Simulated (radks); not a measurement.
Values are calculated unless marked as measured or tabulated.
Question: The chlorine ion Cl3+, 14 electrons, occupied as [Ne] 3s2 3p1 7s1 (not the ground configuration). Code: a radial shooting solver on a logarithmic mesh with Libxc functionals. Model: non-relativistic Kohn-Sham, PBE, spin-polarised, spherical densities, point nucleus; open shells are filled with parallel spins first. Some entries of the table are withheld. Estimate them.

orbital  occ.  eigenvalue (eV)  <r> (bohr)  <r^2> (bohr^2)
1s up       1        -2804.167     0.09141         0.01123
1s down     1        -2803.910     0.09140         0.01123
2s up       1        -311.9090         (1)          0.2349
2s down     1        -311.6458         (2)          0.2346
2p up       3        -252.8543         (3)          0.2044
2p down     3        -252.4985         (4)          0.2042
3s up       1         -71.6624       1.356           2.094
3s down     1         -69.6903       1.358           2.107
3p up       1         -57.6296       1.445           2.407
3p down     0         -55.7163       1.452           2.438
7s up       1              (5)       12.66           177.9

Answer: 
(1) 2s up <r> (bohr): 0.4448
(2) 2s down <r> (bohr): 0.4447
(3) 2p up <r> (bohr): 0.4054
(4) 2p down <r> (bohr): 0.4052
(5) 7s up eigenvalue (eV): -6.0365
